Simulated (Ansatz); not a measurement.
Reaction (SMILES): C[CH](C)[Ge]([Cl])([Cl])[Cl] + 6 [H][H] (H2) -> 3 C (CH4) + 3 Cl (HCl) + [GeH4] (GeH4)
Each molecule is optimised on its own at B3LYP-D3(BJ)/def2-TZVP (Ansatz, a first-principles code), one conformer each, not searched for the lowest.
Geometry of the first species:
```xyz
14

C     -2.5989     0.6668     0.2463
C     -1.7002    -0.3712    -0.4224
C     -2.0043    -1.8005     0.0214
Ge     0.1895     0.0530    -0.0799
Cl     0.6295    -0.0337     2.0342
Cl     1.5131    -1.3347    -1.0725
Cl     0.7009     2.0357    -0.7652
H     -2.3788     1.6791    -0.0934
H     -2.4916     0.6402     1.3321
H     -3.6442     0.4521     0.0107
H     -1.7847    -0.2925    -1.5096
H     -3.0425    -2.0447    -0.2169
H     -1.8760    -1.9144     1.0993
H     -1.3647    -2.5293    -0.4770
```
Charge 0, spin multiplicity 1.

Quantity: energy of full hydrogenation (electronic energy difference), in kcal/mol. Cores are frozen in the correlated levels unless marked. Spin-orbit coupling is left out. The frozen core is the preceding noble-gas configuration, with the filled d and f shells of earlier blocks. No relativistic terms. Basis-set limits of correlation are two-point, X^-3; Hartree-Fock from the larger set. [CCSD(T)-MP2]/basis is that difference in the basis named.

RI-MP2/CBS(def2-TZVPPD,def2-QZVPPD)+[CCSD(T)-MP2]/def2-TZVPPD (Ansatz) gives 2.9 kcal/mol.

Q: Another calculation gave -0.2 kcal/mol. Which level was it?
A) BLYP/def2-TZVPD (Ansatz)
B) wB97M-V/def2-TZVPD (Ansatz)
C) B97M-V/def2-TZVPD (Ansatz)
D) BHLYP/def2-TZVPD (Ansatz)

A: B, wB97M-V/def2-TZVPD (Ansatz). The others give -11.5 (BLYP), -14.9 (BHLYP), -7.8 (B97M-V) kcal/mol.
